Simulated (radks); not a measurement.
The numbers below are computed, except where a source is named.
Task: All-electron atom: Pb+ in [Hg] 6p1 (the NIST ground configuration). Level of theory: scalar-relativistic Kohn-Sham, LB94 model potential, spin-polarised, spherical densities, finite nucleus; open shells are filled with parallel spins first (spin-orbit coupling, left out, can overturn this in heavy ions); Fermi nuclear charge, rms radius 5.5012 fm (a radial shooting solver on a logarithmic mesh with Libxc functionals). Some entries of the table are withheld. Estimate them.

orbital,occ.,eigenvalue (hartree),<r^2> (bohr^2)
1s up,1,-3247.569,0.0003564
1s down,1,-3247.569,0.0003564
2s up,1,-581.9900,0.005404
2s down,1,-581.9896,0.005404
2p up,3,-499.7063,0.004600
2p down,3,-499.7058,0.004600
3s up,1,-140.3662,0.03475
3s down,1,-140.3658,0.03475
3p up,3,-116.7559,0.03597
3p down,3,-116.7555,0.03597
3d up,5,-92.57544,0.02978
3d down,5,-92.57503,0.02978
4s up,1,-32.16102,0.1669
4s down,1,-32.16040,0.1669
4p up,3,-24.45516,0.1912
4p down,3,-24.45470,0.1912
4d up,5,-15.49241,0.2141
4d down,5,-15.49210,0.2142
5s up,1,-5.86009,0.8075
5s down,1,-5.85882,0.8079
4f up,7,-5.58634,0.2439
4f down,7,-5.58603,0.2439
5p up,3,-3.69105,1.068
5p down,3,-3.69059,1.070
5d down,5,-1.30108,(1)
5d up,5,-1.29650,(2)
6s down,1,-0.93634,5.360
6s up,1,-0.92052,5.365
6p down,0,-0.56329,9.191
6p up,1,-0.54830,9.273

Result: 
(1) 5d down <r^2> (bohr^2): 1.944
(2) 5d up <r^2> (bohr^2): 1.929
